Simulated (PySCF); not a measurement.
C2H7NSi2, SMILES N#CC[SiH2][SiH3].

The structure is a stationary point at B3LYP-D3(BJ)/def2-SVP. The structure was generated by enumeration, and PubChem lists no compound with its InChIKey, so it may never have been made. The values are those of a single conformer.

Two levels are set side by side: PBE/def2-TZVP (PySCF) and B3LYP/def2-TZVP (PySCF). Same geometry, gas phase. Differences are taken from unrounded values.

| quantity | PBE |
|---|---|
| orbital gap (eV) | 6.14 |
| highest occupied level (eV) | -7.40 |
| lowest empty level (eV) | -1.26 |
| dipole moment (D) | 3.74 |
| mean polarisability (bohr³) | 85.9 |

**Question.** These are the PBE values. What does B3LYP give? (Estimate from the structure and the level; the computed values follow.)

**Answer.** 
| quantity | B3LYP | PBE minus B3LYP |
|---|---|---|
| orbital gap (eV) | 7.72 | -1.58 |
| highest occupied level (eV) | -8.34 | 0.94 |
| lowest empty level (eV) | -0.63 | -0.64 |
| dipole moment (D) | 3.84 | -0.10 |
| mean polarisability (bohr³) | 83.3 | 2.6 |

Without exact exchange PBE keeps part of each electron's self-repulsion, which lifts occupied levels and narrows the gap. Loosely held outer electrons make PBE densities more polarisable. Differences between two approximate levels are no errors against the true value.

Rough cost on one machine, each run with all the roots and properties that it gave: B3LYP against PBE within a factor of 2.
